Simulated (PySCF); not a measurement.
Ligands exchanged one at a time, Sn Br-OCH3. All species are isolated molecules in the gas phase. One relaxed conformer stands for each flexible species; it need not be the lowest. Strings in code marks are SMILES.

These are CAM-B3LYP-D3(BJ)/def2-TZVP // CAM-B3LYP-D3(BJ)/def2-SVP (PySCF 2.14.0) values and carry that method's errors. Excitations are Tamm–Dancoff values on a coarser integration grid. The basis has no diffuse functions, so Rydberg states are missing or too high.

```json
[
 {"species": "0 of 4 Br replaced by OCH3 (`[Br][Sn]([Br])([Br])[Br]`)", "LUMO (eV)": "___", "S1–T1 gap (TDA) (eV)": "–", "S1 excitation (TDA) (eV)": "4.39", "HOMO–LUMO gap (eV)": "___"},
 {"species": "1 of 4 Br replaced by OCH3 (`C[O][Sn]([Br])([Br])[Br]` (C–O–Sn–Br torsion 61°))", "LUMO (eV)": "-2.23", "S1–T1 gap (TDA) (eV)": "0.37", "S1 excitation (TDA) (eV)": "4.53", "HOMO–LUMO gap (eV)": "7.75"},
 {"species": "2 of 4 Br replaced by OCH3 (`C[O][Sn]([Br])([Br])[O]C` (C–O–Sn–Br torsion -174°, Br–Sn–O–C torsion 65°))", "LUMO (eV)": "-1.70", "S1–T1 gap (TDA) (eV)": "0.39", "S1 excitation (TDA) (eV)": "4.77", "HOMO–LUMO gap (eV)": "8.11"},
 {"species": "3 of 4 Br replaced by OCH3 (`C[O][Sn]([Br])([O]C)[O]C`)", "LUMO (eV)": "-1.12", "S1–T1 gap (TDA) (eV)": "___", "S1 excitation (TDA) (eV)": "5.03", "HOMO–LUMO gap (eV)": "8.45"},
 {"species": "4 of 4 Br replaced by OCH3 (`C[O][Sn]([O]C)([O]C)[O]C`)", "LUMO (eV)": "-0.52", "S1–T1 gap (TDA) (eV)": "0.47", "S1 excitation (TDA) (eV)": "___", "HOMO–LUMO gap (eV)": "8.88"}
]
```

Q: Some entries are withheld; supply them.

A: 
- 0 of 4 Br replaced by OCH3 (`[Br][Sn]([Br])([Br])[Br]`), LUMO (eV): -2.70
- 0 of 4 Br replaced by OCH3 (`[Br][Sn]([Br])([Br])[Br]`), HOMO–LUMO gap (eV): 7.55
- 3 of 4 Br replaced by OCH3 (`C[O][Sn]([Br])([O]C)[O]C`), S1–T1 gap (TDA) (eV): 0.49
- 4 of 4 Br replaced by OCH3 (`C[O][Sn]([O]C)([O]C)[O]C`), S1 excitation (TDA) (eV): 5.28
